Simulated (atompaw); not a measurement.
# Tc: one change to a PAW (atompaw) potential, before and after

* Element: Tc (Z = 43)
* Generator: atompaw 4.2.0.5
* Type: PAW
* Functional: PBEsol
* Relativity: scalar-relativistic
* Frozen core: [Ar] 3d10
* Valence charge: 15
* Reference configuration: 4s2 4p6 4d5 5s1.75 5p0.25
* Partial waves: 4s (bound): rc 1.90 bohr; 5s (bound): rc 2.20 bohr; 4p (bound): rc 1.70 bohr; 5p (bound): rc 1.90 bohr; 4d (bound): rc 2.20 bohr; 4d channel at 0.1 Ry: rc 2.20 bohr
* Local potential: troulliermartins scheme with l = 3 at 1 Ry, radius 2.10 bohr
* Core correction: smooth core density matched at 1.50 bohr
* Augmentation charge: sinc compensation charge, radius 2.15 bohr; PAW radius 2.20 bohr; waves and projectors: custom rrkj vanderbiltortho

Change: wave 4s (bound): rc 1.90 bohr becomes 4s (bound): rc 1.14 bohr.

Cutoffs: the cutoffs (Ry, on a coarse ladder) from which the occupation-weighted sum of valence levels, in a spherical-Bessel basis at the reference potential, stays within 10 and 1 mRy of its value at 400 Ry; they do not see the model core or the augmentation charge, which bear on the density cutoff.

Task: What does the change do?

Result: The potential gets harder (30 Ry and 50 Ry → 30 Ry and 70 Ry); neither file shows a bound ghost.

```csv
quantity,base,changed
"cutoff, loose",30 Ry,30 Ry
"cutoff, tight",50 Ry,70 Ry
bound ghosts,none,none
s: phases at 2.21 bohr within 0.05 rad from the reference energy up to (Ry; the scan ends near 5),2.5,2.2
p: phases at 2.21 bohr within 0.05 rad from the reference energy up to (Ry; the scan ends near 5),to the end of the scan,to the end of the scan
d: phases at 2.21 bohr within 0.05 rad from the reference energy up to (Ry; the scan ends near 5),2.3,2.3
lowest overlap eigenvalue by channel,"s 0.45, p 0.10, d 1.00","s 0.44, p 0.10, d 1.00"
```

 The cutoffs see the waves, projectors and local potential, not the compensation charge or the core.
